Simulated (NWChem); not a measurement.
Correlation energy of Ge

```
Ge
```
Charge 0, spin multiplicity 3.

All runs are NWChem calculations.

Basis set: 6-31G*. Each correlation energy counts from its own Hartree-Fock reference.

The Hamiltonian is non-relativistic. The correlated methods keep 9 core orbitals frozen. The Pople sets run with spherical d functions. The stability of the SCF solutions was not checked. Open-shell Hartree-Fock references start from PBE0 orbitals. Coupled-cluster values serve here as a point of comparison, not as the truth.

### Question
Order these methods by the correlation energy they give, lowest first: UMP2, SCS-UMP2, CCSD[T] on UHF, CCSD[T] on ROHF.

### Answer
CCSD[T] on ROHF (-211.3 mHa), CCSD[T] on UHF (-208.0 mHa), UMP2 (-203.8 mHa), SCS-UMP2 (-186.9 mHa)
